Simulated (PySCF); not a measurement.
CrO₂F₂, SMILES [O]=[Cr](=[O])([F])[F], multiplicity 1.

Geometry: B3LYP-D3(BJ)/def2-SVP. The spin state was assumed, not searched. The isomer is the one that the SMILES or the coordinates give; other isomers of the formula were not compared.

Two levels are set side by side: PBE/def2-TZVP (PySCF) and ωB97X/def2-TZVP (PySCF). Same geometry, gas phase. Differences are taken from unrounded values.

```tsv
quantity	ωB97X
orbital gap (eV)	10.21
highest occupied level (eV)	-13.04
lowest empty level (eV)	-2.83
dipole moment (D)	0.13
mean polarisability (bohr³)	35.6
```

### Question
What does PBE give, and how far is it from ωB97X? (The exact figures need the calculation; the answer reports its results.)

### Answer

```csv
quantity,PBE,PBE minus ωB97X
orbital gap (eV),3.04,-7.17
highest occupied level (eV),-8.77,4.27
lowest empty level (eV),-5.73,-2.90
dipole moment (D),0.14,0.02
mean polarisability (bohr³),36.4,0.9
```

PBE's occupied levels lie high since its potential decays too fast outside the molecule; exact exchange lowers them and widens the gap. Differences between two approximate levels are no errors against the true value.

Rough cost on one machine, each run with all the roots and properties that it gave: ωB97X against PBE within a factor of 2.
